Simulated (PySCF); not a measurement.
Diatomics with 22 electrons

MP2 in PySCF with def2-SVPD on every atom, for the lowest determinant that a PBE0 search found; no spin–orbit coupling. All have 22 electrons, 2 of them in the valence shells, and the same state, a singlet (closed shell). For ions De leads to the atom and ion picked by measured ionisation energies and electron affinities.

```tsv
species	difference of nuclear charges	Re (Å)	ωe (cm⁻¹)	k (mdyn/Å)	De (eV)	dissociates to
Na2	0	3.214	154	0.161	0.46	Na + Na
KLi	16	3.468	202	0.142	0.44	K + Li
KBe⁺	15	3.648	126	0.0682	0.20	K⁺ + Be
LiCa⁺	17	3.393	229	0.184	1.07	Li⁺ + Ca
```

Which member of the whole set has the stiffest bond, and how does it compare with the softest?

LiCa⁺ with k = 0.184 mdyn/Å, 2.7 times that of KBe⁺.

Correlated steps freeze the inner cores (2 to 5 orbitals); shallow outer-core shells are correlated. Weak bonds: KBe⁺, KLi, Na2. Basis-set superposition, not corrected here, can be much of De in a small basis, most of all at correlated wavefunction levels. For an ion De counts to the pair picked by the measured ionisation energies or electron affinities, which need not be the lowest pair at this level. Where the molecule has an RHF reference, its open-shell atoms are computed with UHF.
